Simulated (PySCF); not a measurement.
**[Gd(H2O)9]3+ at several levels of theory**

Computed with PySCF 2.14.0 (density fitting, no spin-orbit coupling) at the geometry relaxed with PBE:

```xyz
28
[Gd(H2O)9]3+ (singlet in the valence; each metal's 4f electrons, 7 of them, lie in its core potential, out of spins and levels; a saddle point, relaxed within its symmetry)
Gd    0.0000    0.0000    0.0000
O     1.7650    0.0000    1.8246
H     1.7221    0.0000    2.8035
H     2.7276    0.0000    1.6370
O    -0.8825    1.5285    1.8246
H    -0.8611    1.4913    2.8035
H    -1.3638    2.3621    1.6370
O    -0.8825   -1.5285    1.8246
H    -0.8610   -1.4914    2.8035
H    -1.3638   -2.3622    1.6370
O     1.7650    0.0000   -1.8246
H     2.7276    0.0000   -1.6370
H     1.7221    0.0000   -2.8035
O    -0.8825    1.5285   -1.8246
H    -1.3638    2.3621   -1.6370
H    -0.8611    1.4913   -2.8035
O    -0.8825   -1.5285   -1.8246
H    -1.3638   -2.3622   -1.6370
H    -0.8610   -1.4914   -2.8035
O     1.2327    2.1352    0.0000
H     1.5284    2.6474    0.7808
H     1.5284    2.6474   -0.7808
O    -2.4655    0.0000    0.0000
H    -3.0569    0.0000    0.7808
H    -3.0569    0.0000   -0.7808
O     1.2328   -2.1352    0.0000
H     1.5285   -2.6473    0.7808
H     1.5285   -2.6473   -0.7808
```

```json
{"level": "PBE", "basis": "Gd lcecp-1-SVP with ECP53, O def2-SVP, H def2-SVP", "state": "singlet", "HOMO (eV)": "-18.05", "gap (eV)": "6.43", "charge on Gd1 (e)": "0.49", "population of f-type functions on Gd1 (polarisation alone where 4f lies in the core)": "0.05", "dipole about the centre of mass (D)": "0.00", "largest force component (eV/Å)": "0.01"}
{"level": "BLYP", "basis": "the same", "state": "singlet", "HOMO (eV)": "-17.94", "gap (eV)": "6.31", "charge on Gd1 (e)": "0.47", "population of f-type functions on Gd1 (polarisation alone where 4f lies in the core)": "0.05", "dipole about the centre of mass (D)": "0.00", "largest force component (eV/Å)": "0.11"}
```

In the lcecp rows the 4f levels are missing from HOMO and gap, and the state counts the valence alone.

Charges are Mulliken's, which hang on the basis. The relaxation used the grid (50, 194), these runs (75, 302) or, all-electron (x2c bases, spin-free X2C Hamiltonian), (99, 590).

Question: A further run in the first row's basis gives HOMO (eV) -18.02, gap (eV) 6.48, charge on Gd1 (e) 0.61, population of f-type functions on Gd1 (polarisation alone where 4f lies in the core) 0.05, dipole about the centre of mass (D) 0.00, largest force component (eV/Å) 0.17. Which level was it?
A. revPBE
B. TPSSh
C. r2SCAN

Answer: A. The others give HOMO -18.53 eV (r2SCAN); -18.94 eV (TPSSh).

In the first row's basis the gap widens with exact exchange: 6.3 to 7.4 eV for BLYP, PBE, revPBE, r2SCAN (none); 7.9 eV for TPSSh (a fixed share).

An lcecp potential fixes the number of 4f electrons, so in runs with it no electron can move into or out of that shell.
